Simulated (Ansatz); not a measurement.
Input file for Ansatz (an electronic-structure program): U-CCSD(T)/def2-TZVPP on ClHPb (SMILES [Cl][PbH]), a point of a bond scan (R = 6.732 Å). Elements past Kr take the def2 small-core potentials; no spin–orbit coupling. The run froze 14 orbitals, filled d shells among them.

Ansatz 0.2 input:
```yaml
crystal:
  periodic: [false, false, false]
  atoms:
    - {symbol: Pb, position_ang: [-0.21816163, -0.21253453, 0.29359630]}
    - {symbol: H, position_ang: [-1.37766248, -0.88691623, -0.99885930]}
    - {symbol: Cl, position_ang: [3.43091445, 3.27012152, -4.16413143]}
basis:
  gaussian:
    orbitals: def2-TZVPP
correlation: {method: ccsd_t, electrons: outside_noble_gas}
scf: {omitted_lower_state_checks: [cluster_reference]}
magnetization: {spin_polarized: true, initial_magnetization: 0}
```

Program output:

```
WARN ansatz: RAYON_NUM_THREADS=1 ignored (pool sized by the plan → 1); use --threads N
Functional definition: HF
these checks for a lower state are left out or cut short: cluster_reference
integrals: 0.19 GiB planned
806 factors; integrals over basis functions are off by at most 6.2e-4 eV
mean field: 0.31 GiB planned
mean field evaluation 1: about -17734.3545 eV, gradient 1.5e1 eV
mean field evaluation 2: about -17734.3545 eV, gradient 1.5e1 eV
mean field evaluation 4: about -17735.2971 eV, gradient 1.1e1 eV
mean field evaluation 8: about -17736.0978 eV, gradient 1.8e-1 eV
mean field evaluation 16: about -17736.1227 eV, gradient 4.8e-2 eV
mean field evaluation 32: about -17738.2050 eV, gradient 1.1e-4 eV
mean field evaluation 64: about -17738.2050 eV, gradient 5.4e-3 eV
mean field evaluation 96: about -17738.2050 eV, gradient 1.7e-2 eV
mean field evaluation 128: about -17738.2049 eV, gradient 6.8e-3 eV
mean field evaluation 160: about -17738.1986 eV, gradient 6.8e-1 eV
mean field evaluation 192: about -17738.2056 eV, gradient 4.0e-4 eV
mean field evaluation 224: about -17738.2056 eV, gradient 2.6e-4 eV
mean field evaluation 256: about -17738.2056 eV, gradient 9.7e-4 eV
mean field evaluation 288: about -17738.2056 eV, gradient 1.4e-3 eV
mean field evaluation 320: about -17738.2047 eV, gradient 2.6e-2 eV
mean field evaluation 352: about -17738.2048 eV, gradient 2.1e-2 eV
mean field evaluation 384: about -17735.9442 eV, gradient 1.1e0 eV
mean field evaluation 416: about -17738.2050 eV, gradient 5.9e-3 eV
mean field evaluation 448: about -17736.1169 eV, gradient 3.4e-1 eV
mean field -17738.20564212 eV, -651.8670339603 hartree, gradient 1.8e-6 eV, S^2 1.020396; 20 other end points of the search recorded, 0 dependent functions left out
14 core orbitals not correlated, not the lowest: weight in the atoms' cores, before any rotation towards them, 0.997 or more for the frozen orbitals, at most 0.002 for the correlated occupied ones
reference -17738.20564212 eV, -651.8670339603 hartree; 6, 6 occupied and 86, 86 virtual orbitals, 806 factors
second order -6.01908146 eV of doubles, -0.00000000 eV of singles
coupled cluster: 0.46 GiB planned
cycle   1  -6.82146576 eV  change   -8.0e-1 eV  update   6.5e-2
cycle   2  -7.10208428 eV  change   -2.8e-1 eV  update   2.4e-2
cycle   3  -7.11341362 eV  change   -1.1e-2 eV  update   6.0e-3
cycle   4  -7.11348674 eV  change   -7.3e-5 eV  update   1.6e-3
cycle   5  -7.11313429 eV  change    3.5e-4 eV  update   6.6e-4
cycle   6  -7.11313619 eV  change   -1.9e-6 eV  update   2.7e-4
cycle   7  -7.11321246 eV  change   -7.6e-5 eV  update   1.1e-4
cycle   8  -7.11320890 eV  change    3.6e-6 eV  update   3.4e-5
cycle   9  -7.11320444 eV  change    4.5e-6 eV  update   1.3e-5
coupled cluster: 0.46 GiB planned
perturbative correction -0.20448667 eV, -0.0075147466 hartree
Total energy: -17745.52333323 eV, -652.1359541486 hartree
Checks for a lower state left out: cluster_reference
```

The run converged. Its determinant has ⟨S²⟩ = 1.02, a mixture of spin states.

Cost: around 60 core-seconds (rough).
